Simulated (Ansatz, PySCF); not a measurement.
Dissociation curve of H2Be, SMILES [BeH2]. The Be1–H3 bond (Be1 also carries H; H3 carries nothing else) is varied alone, starting from the PBE0/def2-TZVP optimised geometry.

Methods: UHF/cc-pVTZ (Ansatz, an electronic-structure program); RHF/cc-pVTZ (Ansatz); UKS-BLYP = Ansatz with unrestricted BLYP/cc-pVTZ; RKS-BLYP = restricted BLYP/cc-pVTZ run with Ansatz; UKS-PBE = unrestricted PBE/cc-pVTZ in Ansatz; RKS-PBE = restricted PBE/cc-pVTZ run with Ansatz; UKS-B3LYP/6-31G* = unrestricted B3LYP/6-31G*, spherical d (PySCF); RKS-B3LYP/6-31G* = PySCF with restricted B3LYP/6-31G*, spherical d; UKS-M06-2X/6-31G* = unrestricted M06-2X/6-31G*, spherical d (PySCF); RKS-M06-2X/6-31G* = restricted M06-2X/6-31G*, spherical d (PySCF); UKS-LDA (SVWN5)/6-31G* = unrestricted LDA (SVWN5)/6-31G*, spherical d run with PySCF 2.14.0; RKS-LDA (SVWN5)/6-31G* = restricted LDA (SVWN5)/6-31G*, spherical d (PySCF).

Scanned distances (Å): 0.99, 1.06, 1.12, 1.19, 1.25, 1.33, 1.34, 1.39, 1.43, 1.49, 1.56, 1.65, 1.81, 2.01, 2.22, 2.38, 2.64, 2.96, 3.24, 3.62, 4.01, 4.64.

Question: Where does the unrestricted solution first break spin symmetry (<S²> of 0.01 or more)?

Answer: UHF: between 2.01 and 2.22 Å; UKS-BLYP: between 2.38 and 2.64 Å; UKS-PBE: between 2.38 and 2.64 Å; UKS-B3LYP/6-31G*: between 2.38 and 2.64 Å; UKS-M06-2X/6-31G*: between 2.38 and 2.64 Å; UKS-LDA (SVWN5)/6-31G*: between 2.64 and 2.96 Å.

| R / Å | <S²> UHF | E(RHF) − E(UHF) / kcal/mol | <S²> UKS-BLYP | E(RKS-BLYP) − E(UKS-BLYP) / kcal/mol | <S²> UKS-PBE | E(RKS-PBE) − E(UKS-PBE) / kcal/mol | <S²> UKS-B3LYP/6-31G* | E(RKS-B3LYP/6-31G*) − E(UKS-B3LYP/6-31G*) / kcal/mol | <S²> UKS-M06-2X/6-31G* | E(RKS-M06-2X/6-31G*) − E(UKS-M06-2X/6-31G*) / kcal/mol | <S²> UKS-LDA (SVWN5)/6-31G* | E(RKS-LDA (SVWN5)/6-31G*) − E(UKS-LDA (SVWN5)/6-31G*) / kcal/mol |
|---|---|---|---|---|---|---|---|---|---|---|---|---|
| 0.99 | 0.00 | 0.0 | 0.00 | 0.0 | 0.00 | 0.0 | 0.00 | 0.0 | 0.00 | 0.0 | 0.00 | 0.0 |
| 1.06 | 0.00 | 0.0 | 0.00 | 0.0 | 0.00 | 0.0 | 0.00 | 0.0 | 0.00 | 0.0 | 0.00 | 0.0 |
| 1.12 | 0.00 | 0.0 | 0.00 | 0.0 | 0.00 | 0.0 | 0.00 | 0.0 | 0.00 | 0.0 | 0.00 | 0.0 |
| 1.19 | 0.00 | 0.0 | 0.00 | 0.0 | 0.00 | 0.0 | 0.00 | 0.0 | 0.00 | 0.0 | 0.00 | 0.0 |
| 1.25 | 0.00 | 0.0 | 0.00 | 0.0 | 0.00 | 0.0 | 0.00 | 0.0 | 0.00 | 0.0 | 0.00 | 0.0 |
| 1.33 | 0.00 | 0.0 | 0.00 | 0.0 | 0.00 | 0.0 | 0.00 | 0.0 | 0.00 | 0.0 | 0.00 | 0.0 |
| 1.34 | 0.00 | 0.0 | 0.00 | 0.0 | 0.00 | 0.0 | 0.00 | 0.0 | 0.00 | 0.0 | 0.00 | 0.0 |
| 1.39 | 0.00 | 0.0 | 0.00 | 0.0 | 0.00 | 0.0 | 0.00 | 0.0 | 0.00 | 0.0 | 0.00 | 0.0 |
| 1.43 | 0.00 | 0.0 | 0.00 | 0.0 | 0.00 | 0.0 | 0.00 | 0.0 | 0.00 | 0.0 | 0.00 | 0.0 |
| 1.49 | 0.00 | 0.0 | 0.00 | 0.0 | 0.00 | 0.0 | 0.00 | 0.0 | 0.00 | 0.0 | 0.00 | 0.0 |
| 1.56 | 0.00 | 0.0 | 0.00 | 0.0 | 0.00 | 0.0 | 0.00 | 0.0 | 0.00 | 0.0 | 0.00 | 0.0 |
| 1.65 | 0.00 | 0.0 | 0.00 | 0.0 | 0.00 | 0.0 | 0.00 | 0.0 | 0.00 | 0.0 | 0.00 | 0.0 |
| 1.81 | 0.00 | 0.0 | 0.00 | 0.0 | 0.00 | 0.0 | 0.00 | 0.0 | 0.00 | 0.0 | 0.00 | 0.0 |
| 2.01 | 0.00 | 0.0 | 0.00 | 0.0 | 0.00 | 0.0 | 0.00 | 0.0 | 0.00 | 0.0 | 0.00 | 0.0 |
| 2.22 | 0.25 | 1.2 | 0.00 | 0.0 | 0.00 | 0.0 | 0.00 | 0.0 | 0.00 | 0.0 | 0.00 | 0.0 |
| 2.38 | 0.49 | 5.4 | 0.00 | 0.0 | 0.00 | 0.0 | 0.00 | 0.0 | 0.00 | 0.0 | 0.00 | 0.0 |
| 2.64 | 0.72 | 15.7 | 0.06 | 0.0 | 0.01 | 0.0 | 0.26 | 1.0 | 0.30 | 1.5 | 0.00 | 0.0 |
| 2.96 | 0.87 | 30.1 | 0.44 | 2.5 | 0.51 | 2.8 | 0.61 | 6.4 | 0.66 | 8.6 | 0.35 | 1.2 |
| 3.24 | 0.94 | 42.3 | 0.66 | 6.3 | 0.74 | 7.4 | 0.78 | 12.6 | 0.84 | 17.0 | 0.62 | 4.9 |
| 3.62 | 0.98 | 57.0 | 0.83 | 11.6 | 0.91 | 14.1 | 0.91 | 20.9 | 0.95 | 28.3 | 0.82 | 10.8 |
| 4.01 | 0.99 | 69.5 | 0.92 | 16.3 | 0.97 | 20.0 | 0.97 | 28.2 | — | — | 0.92 | 16.3 |
| 4.64 | 1.00 | 85.1 | 0.99 | 21.6 | 1.00 | 26.5 | 1.00 | 36.7 | 1.00 | — | 0.99 | 22.8 |

A dash means that the run gave no value there, or that the column was ended at a point which the program doubted or which failed a test of continuity chosen for this set; such a test can also cut sound points.
